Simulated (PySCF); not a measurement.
Br2Sn, triplet, geometry from GFN2-xTB (such geometries of metal compounds can be far from the true shape) (the spin is typed, not shown lowest) (all electrons, no relativity); PySCF with B3LYP/3-21G.

PySCF was given this input:
```python
from pyscf import gto, scf, dft

mol = gto.M(
    atom='''
Sn   -0.025257    0.003540    1.259448
Br    0.858150    1.385748   -0.886661
Br   -0.822069   -1.390805   -0.912550
''',
    basis='3-21g',
    charge=0,
    spin=2,
    verbose=5,
)

mf = dft.UKS(mol)
mf.xc = 'b3lyp'
mf.kernel()
```

The log (banner, timings and long lists left out):

```
PySCF version 2.14.0

[INPUT] verbose = 5
[INPUT] max_memory = 4000
[INPUT] num. atoms = 3
[INPUT] num. electrons = 120
[INPUT] charge = 0
[INPUT] spin (= nelec alpha-beta = 2S) = 2
[INPUT] symmetry False subgroup None
[INPUT] Mole.unit = angstrom
[INPUT] Symbol           X                Y                Z      unit          X                Y                Z       unit  Magmom
[...]
[INPUT] ---------------- BASIS SET ----------------
[INPUT] l, kappa, [nprim/nctr], expnt,             c_1 c_2 ...
[INPUT] Br
[...]
                                923.69743         0.372041
                                202.52031         0.685873
[...]
                                58.25357          0.093145
                                18.46933          0.961679
[...]
                                6.821752          0.280266
                                2.291629          0.902036
[...]
                                0.499354          1.336012
[...]
                                58.25357          0.601056
                                18.46933          0.41287
[...]
                                6.821752          0.48661
                                2.291629          0.582423
[...]
                                0.499354          0.98407
[...]
                                8.900831          0.511748
                                2.428436          0.575915
[INPUT] Sn
[...]
                                1928.4692         0.367293
                                423.80797         0.690545
[...]
                                124.9537          0.082863
                                40.39576          0.970151
[...]
                                23.83588          0.066056
                                7.048296          1.081987
[...]
                                2.69304           0.461029
                                1.025958          0.828558
[...]
                                0.203409          1.229226
[...]
                                124.9537          0.611011
                                40.39576          0.395155
[...]
                                23.83588          0.539968
                                7.048296          0.660482
[...]
                                2.69304           0.506719
                                1.025958          0.552911
[...]
                                0.203409          0.990591
[...]
                                30.131576         0.487591
                                9.530036          0.584987
[...]
                                1.712083          0.572761
                                0.577195          0.369039

nuclear repulsion = 885.393797064923
number of shells = 33
number of NR pGTOs = 189
number of NR cGTOs = 75
basis = 3-21g
ecp = {}

******** <class 'pyscf.dft.uks.UKS'> ********
method = UKS
initial guess = minao
damping factor = 0
level_shift factor = 0
DIIS = <class 'pyscf.scf.diis.CDIIS'>
diis_start_cycle = 1
diis_space = 8
diis_damp = 0
SCF conv_tol = 1e-09
SCF conv_tol_grad = None
SCF max_cycles = 50
direct_scf = True
direct_scf_tol = 1e-13
number electrons alpha = 61  beta = 59
XC library pyscf.dft.libxc version 7.1.2
    S. Lehtola, C. Steigemann, M. J. T. Oliveira, and M. A. L. Marques,  SoftwareX 7, 1–5 (2018)
XC functionals = b3lyp
    P. J. Stephens, F. J. Devlin, C. F. Chabalowski, and M. J. Frisch,  J. Phys. Chem. 98, 11623 (1994)
radial grids:
    Treutler-Ahlrichs [JCP 102, 346 (1995); DOI:10.1063/1.469408] (M4) radial grids

becke partition: Becke, JCP 88, 2547 (1988); DOI:10.1063/1.454033
pruning grids: <function nwchem_prune>
grids dens level: 3
symmetrized grids: False
atomic radii adjust function: <function treutler_atomic_radii_adjust>
small_rho_cutoff = 0
Set gradient conv threshold to 3.16228e-05
atom Sn rad-grids = 95, ang-grids = [ 50  50  50  50  50  50  50  50  50  50  50  50  50  50  50  50  50  50
  50  50  50  50  50  50  50  50  50  50  50  50  86  86  86  86  86  86
[...]
 -8.63128412e+00 -8.63128151e+00 -6.41988653e+00 -6.41988062e+00
 -6.41592097e+00 -6.41591488e+00 -6.41031881e+00 -6.41031498e+00
 -4.76889545e+00 -3.31400346e+00 -3.31270165e+00 -3.30164708e+00
 -2.51347402e+00 -2.51342553e+00 -2.51320348e+00 -2.51301827e+00
 -2.50856399e+00 -2.50853571e+00 -2.50503668e+00 -2.50500254e+00
 -2.50432555e+00 -2.50430261e+00 -1.10597444e+00 -1.10427501e+00
 -1.09423280e+00 -1.09323139e+00 -1.09132074e+00 -7.75200906e-01
 -7.50183586e-01 -4.39762355e-01 -3.32370852e-01 -3.20634756e-01
 -3.13894858e-01 -2.92277081e-01 -2.77803863e-01 -2.16640169e-01
 -8.23693712e-02 -6.37148210e-02 -2.74118225e-02  2.02592658e-01
  2.26963546e-01  2.30904564e-01  2.57290717e-01  5.57192316e-01
  5.97902290e-01  6.12436038e-01  6.33140882e-01  6.44586536e-01
  6.86295726e-01  7.43693879e-01  8.33610150e-01]
multiplicity <S^2> = 2.0024446  2S+1 = 3.0016293
nelec by numeric integration = [60.99999784 58.99999786]
E1 = -17185.700569782082  E2 = 5177.8617987312555  Ecoul = 5521.982974495253  Exc = -344.1211757639976
cycle= 11 E= -11122.4449739859  delta_E= -7.82e-11  |g|= 9.16e-07  |ddm|= 3.46e-05

  alpha mo_energy =
[-1.02426904e+03 -4.79570312e+02 -4.79570239e+02 -1.52010385e+02
 -1.41669256e+02 -1.41669160e+02 -1.41668671e+02 -6.21145672e+01
 -6.21145221e+01 -5.57207274e+01 -5.57203502e+01 -5.57177036e+01
 -5.57176505e+01 -5.57162179e+01 -5.57161436e+01 -2.95811191e+01
 -2.52221381e+01 -2.52217215e+01 -2.52193232e+01 -1.78455591e+01
 -1.78451049e+01 -1.78431548e+01 -1.78428563e+01 -1.78425881e+01
 -8.63377653e+00 -8.63377008e+00 -6.42532855e+00 -6.42532542e+00
 -6.41776374e+00 -6.41775891e+00 -6.41198650e+00 -6.41198220e+00
 -4.77090720e+00 -3.31491258e+00 -3.31350283e+00 -3.30637822e+00
 -2.51680274e+00 -2.51673746e+00 -2.51610137e+00 -2.51591880e+00
 -2.51142322e+00 -2.51140517e+00 -2.50620723e+00 -2.50616453e+00
 -2.50565784e+00 -2.50562509e+00 -1.10676355e+00 -1.10496057e+00
 -1.09790210e+00 -1.09680782e+00 -1.09582703e+00 -7.96826624e-01
 -7.73932631e-01 -4.60986970e-01 -3.65694905e-01 -3.41257416e-01
 -3.26747386e-01 -3.04177407e-01 -3.03835004e-01 -2.92344923e-01
 -1.64809406e-01 -7.38349459e-02 -4.02613548e-02  1.90080214e-01
  2.23914467e-01  2.26641110e-01  2.36783730e-01  5.42184064e-01
  5.86487131e-01  6.06341359e-01  6.21356081e-01  6.39229517e-01
  6.77858529e-01  7.33396867e-01  8.21945164e-01]
  beta  mo_energy =
[-1.02426842e+03 -4.79568685e+02 -4.79568612e+02 -1.52009957e+02
 -1.41668983e+02 -1.41668905e+02 -1.41667181e+02 -6.21134872e+01
 -6.21134424e+01 -5.57174847e+01 -5.57173075e+01 -5.57166054e+01
 -5.57163522e+01 -5.57152385e+01 -5.57151642e+01 -2.95804312e+01
 -2.52217343e+01 -2.52213630e+01 -2.52172558e+01 -1.78453475e+01
 -1.78449043e+01 -1.78422136e+01 -1.78419362e+01 -1.78414234e+01
 -8.63128419e+00 -8.63128160e+00 -6.41988667e+00 -6.41988076e+00
 -6.41592097e+00 -6.41591492e+00 -6.41031891e+00 -6.41031505e+00
 -4.76889495e+00 -3.31400296e+00 -3.31270114e+00 -3.30164658e+00
 -2.51347411e+00 -2.51342563e+00 -2.51320356e+00 -2.51301834e+00
 -2.50856412e+00 -2.50853583e+00 -2.50503672e+00 -2.50500256e+00
 -2.50432558e+00 -2.50430268e+00 -1.10597395e+00 -1.10427452e+00
 -1.09423231e+00 -1.09323091e+00 -1.09132026e+00 -7.75201013e-01
 -7.50183686e-01 -4.39762310e-01 -3.32370924e-01 -3.20634841e-01
 -3.13894966e-01 -2.92277202e-01 -2.77803673e-01 -2.16640238e-01
 -8.23691641e-02 -6.37145852e-02 -2.74116635e-02  2.02592777e-01
  2.26963834e-01  2.30904791e-01  2.57290915e-01  5.57192210e-01
  5.97902124e-01  6.12435931e-01  6.33140712e-01  6.44586428e-01
  6.86295671e-01  7.43693859e-01  8.33610093e-01]
multiplicity <S^2> = 2.0024446  2S+1 = 3.0016293
nelec by numeric integration = [60.99999784 58.99999786]
E1 = -17185.70056929344  E2 = 5177.8617982425785  Ecoul = 5521.982974242516  Exc = -344.1211759999381
Extra cycle  E= -11122.4449739859  delta_E= -3.46e-11  |g|= 5.27e-07  |ddm|= 6.76e-06
converged SCF energy = -11122.4449739859  <S^2> = 2.0024446  2S+1 = 3.0016293
```
